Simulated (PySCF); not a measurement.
Si(OH)3(NH2), H5NO3Si, SMILES N[Si](O)(O)O, PBE0/def2-SVP optimised geometry.

```
10

N     -1.26    -1.85     1.39
Si    -0.72    -1.02     0.00
O      0.94    -1.02     0.00
O     -1.18    -1.73    -1.41
O     -1.37     0.50     0.00
H     -2.26    -1.84     1.60
H     -0.87    -2.76     1.60
H      1.37    -0.71     0.80
H     -0.90    -1.29    -2.22
H     -1.26     1.02     0.80
```

Density from PBE0/def2-TZVP in PySCF at that geometry.

Minimum of the electron density along straight lines between bonded atoms, close to the bond critical point (lines longer than 1.1 times the sum of covalent radii, or with two minima, are not listed):

```tsv
bond	length / Å	ρ at the minimum / e bohr⁻³	∇²ρ there / e bohr⁻⁵	position (fraction from the first atom)
N1–Si2	1.713	0.138	0.56	0.60
Si2–O3	1.658	0.137	0.77	0.41
Si2–O4	1.647	0.141	0.81	0.41
Si2–O5	1.658	0.137	0.77	0.41
N1–H6	1.014	0.331	-1.60	0.74
N1–H7	1.014	0.331	-1.60	0.74
O3–H8	0.961	0.356	-2.43	0.81
O4–H9	0.961	0.355	-2.41	0.81
O5–H10	0.961	0.356	-2.43	0.81
```
